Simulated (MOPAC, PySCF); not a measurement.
C$_{6}$H$_{4}$O$_{4}$S$_{2}$, SMILES `O=S1(=O)C=CC2=C1C=CS2(=O)=O`, neutral singlet in the gas phase. 

Cartesian coordinates (Å):
```xyz
16

O      2.2107     1.7174    -1.2716
S      1.8094     1.1226     0.0195
O      2.1400     1.7868     1.2967
C      2.2864    -0.6321     0.0800
C      1.1951    -1.4360     0.0717
C     -0.0495    -0.6766     0.0169
C      0.0495     0.6766    -0.0169
C     -1.1951     1.4360    -0.0717
C     -2.2864     0.6321    -0.0800
S     -1.8094    -1.1226    -0.0195
O     -2.1400    -1.7868    -1.2967
O     -2.2107    -1.7174     1.2716
H      3.3522    -0.8919     0.1163
H      1.2251    -2.5342     0.1022
H     -1.2251     2.5342    -0.1022
H     -3.3522     0.8919    -0.1164
```
Charge 0, multiplicity 1.

All levels are single points at this geometry (PBE-D3(BJ)/def2-SVP); Pople sets use spherical d functions. Orbital energies aren't observables, and empty levels follow the basis.

PBE-D3(BJ)/def2-TZVP in PySCF gives dipole (D) = 0.00.

Task: Estimate the dipole (D) from each of these levels: B3LYP/6-311+G** in PySCF; B3LYP/6-31G* in PySCF; B3LYP/LANL2DZ in PySCF; BP86/6-31G* in PySCF; M06-2X/6-31G* in PySCF; PBE/6-31G* in PySCF; PM3 in MOPAC; PM7 in MOPAC.

Result: 
```json
[
 {"level": "B3LYP/6-311+G** in PySCF", "dipole (D)": "0.00"},
 {"level": "B3LYP/6-31G* in PySCF", "dipole (D)": "0.00"},
 {"level": "B3LYP/LANL2DZ in PySCF", "dipole (D)": "0.00"},
 {"level": "BP86/6-31G* in PySCF", "dipole (D)": "0.00"},
 {"level": "M06-2X/6-31G* in PySCF", "dipole (D)": "0.00"},
 {"level": "PBE/6-31G* in PySCF", "dipole (D)": "0.00"},
 {"level": "PM3 in MOPAC", "dipole (D)": "0.00"},
 {"level": "PM7 in MOPAC", "dipole (D)": "0.00"}
]
```
